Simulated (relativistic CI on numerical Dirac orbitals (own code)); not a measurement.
# Ni3+ in a cubic cluster: 2p photoemission with charge transfer

Computed with a charge-transfer multiplet model of a cubic metal-ligand cluster with up to 3 ligand holes, Slater and spin-orbit integrals from Dirac-Coulomb-Breit ions, Slater integrals scaled by 0.9. The ground state mixes d7 with configurations of k ligand holes L, whose averages lie at kΔ + k(k − 1)U_dd/2; a core hole lowers each added d electron by U_cd. 20 K, Lorentzian 0.6 eV and Gaussian 0.8 eV FWHM.

Atomic integrals in eV (Slater integrals scaled, ζ unscaled), ground: F2dd 11.900, F4dd 7.429, zeta_d 0.089; with the core hole: F2dd 13.428, F4dd 8.428, zeta_d 0.124, zeta_core 11.400, F2cd 8.116, G1cd 6.273, G3cd 3.570.

Cluster parameters (eV): Δ = 3.5, U_cd = 8.7, 10Dq = 1, 10Dq(ligand) = 0.4, V(eg) = 2.2, V(t2g) = -1.08, final-state hopping factor = 1.

| Case | n_d | d7 | d8L | d9L2 | d10L3 | S |
| --- | --- | --- | --- | --- | --- | --- |
| U_dd = 6 eV | 7.21 | 0.80 | 0.19 | 0.01 | 0.00 | 1.50 |
| U_dd = 6.7 eV | 7.21 | 0.80 | 0.19 | 0.01 | 0.00 | 1.50 |
| U_dd = 7.4 eV | 7.21 | 0.80 | 0.19 | 0.01 | 0.00 | 1.50 |
| U_dd = 8.1 eV | 7.20 | 0.80 | 0.19 | 0.01 | 0.00 | 1.50 |
| U_dd = 9.5 eV | 7.20 | 0.80 | 0.19 | 0.01 | 0.00 | 1.50 |

Weights, n_d and S are thermal averages at 20 K. Binding energies count from the first peak over 30 % of the highest in each spectrum, which can be another peak from case to case. The parameters are a model scan and need not match a compound or its usual spin state. Peaks in eV (height, largest 100):
- U_dd = 6 eV: 0.0 (100), 6.3 (67), 9.9 (36), 14.5 (12), 15.9 (9), 19.1 (40), 20.1 (43), 26.0 (34), 29.5 (12), 31.4 (6)
- U_dd = 6.7 eV: 0.0 (100), 1.7 (53), 6.5 (63), 10.1 (32), 14.5 (10), 16.2 (9), 19.3 (42), 20.2 (45), 26.4 (34), 29.9 (10), 31.5 (6)
- U_dd = 7.4 eV: 0.0 (100), 1.8 (53), 6.7 (60), 10.3 (28), 14.4 (9), 16.1 (9), 20.2 (46), 26.7 (33), 30.1 (8), 31.5 (6)
- U_dd = 8.1 eV: 0.0 (100), 1.9 (54), 5.2 (29), 6.8 (57), 10.4 (24), 16.1 (9), 20.1 (47), 26.3 (32), 30.3 (6), 31.5 (5)
- U_dd = 9.5 eV: 0.0 (100), 1.9 (55), 5.1 (28), 6.9 (53), 16.2 (8), 20.0 (50), 26.6 (34)

For the case U_dd = 7.4 eV, Δ = 3.5 eV is smaller than U_dd = 7.4 eV, the charge-transfer side of the Zaanen-Sawatzky-Allen scheme. With the core hole the average of the configuration with one ligand hole lies at Δ − U_cd = -5.2 eV before mixing: it lies below the unscreened one, so the lowest final states are mostly screened and the unscreened weight appears at higher binding energy as a satellite.
